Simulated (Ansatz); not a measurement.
Several settings on one geometry of InSn₉H₁₆, a doped cluster cut from the lattice of tin (In on a surface site) (that of the charge 0 doublet, PBE-D4/def2-SVP). Ansatz on 2 threads of AMD EPYC 7R13 on a shared host and a share (18 GiB) of an NVIDIA H100 80GB HBM3; times are rough.

Cartesian coordinates in Å:
```
Sn -1.680 1.682 -1.687
Sn 1.569 -1.614 -1.589
Sn -1.572 -1.619 1.549
In 1.622 2.104 1.599
Sn -3.235 0.040 -0.006
Sn -0.079 -3.346 -0.101
Sn -0.007 0.035 -3.241
Sn -0.145 3.444 -0.117
Sn 3.031 -0.153 0.342
Sn 0.343 -0.146 3.022
H -2.771 2.505 -2.770
H 2.726 -2.511 -2.538
H -2.512 -2.512 2.717
H 2.698 2.980 2.669
H -4.307 -0.985 -0.913
H -4.220 1.000 1.057
H -1.113 -4.292 -1.125
H 0.868 -4.442 0.855
H -0.928 -0.993 -4.298
H 1.038 0.994 -4.245
H 0.675 4.511 -1.223
H -1.283 4.442 0.743
H 4.420 0.653 -0.353
H 3.669 -1.259 1.522
H -0.362 0.702 4.382
H 1.528 -1.226 3.701
```

Totals from different functionals, basis sets or treatments of relativity can't be compared as stabilities.

In the def2 sets In, Sn take a core potential; there is no spin–orbit coupling. LC-ωPBE has ω = 0.4 bohr⁻¹. Correlated methods freeze 40 core orbitals; core or outer-core shells of Sn, In are correlated, in sets that lack core-valence functions.

The spins typed aren't always the lowest for that charge.

(1) Give the basis size and estimate the energy, ⟨S²⟩, dipole and time of these runs.

| run | method | charge | state | further keys |
| --- | --- | --- | --- | --- |
| 1 | UKS LC-ωPBE/def2-SVP | 0 | doublet | scf: {lower_state_search: light}; forces asked |
| 2 | RKS B3LYP5/def2-SVP | 1 | singlet | scf: {omitted_lower_state_checks: [starts]}; forces asked |
| 3 | UKS B2PLYP/def2-SVP | 0 | doublet | scf: {omitted_lower_state_checks: [starts]}; forces asked |
| 4 | UKS ωB97/def2-mTZVPP | 0 | doublet | fitting: {mean_field: def2-universal-jkfit} |

Results:

(1) 
```csv
run,functions,energy (Eh),⟨S²⟩,dipole (D),wall time
1,340,-2128.8243,0.77,1.16,16 s
2,340,-2128.0682,–,–,12 s
3,340,-2125.6957,0.76,1.09,28 s
4,440,-2128.9296,0.76,–,20 s
```

A triplet lies near this restricted singlet, and broken spin symmetry wasn't tried.
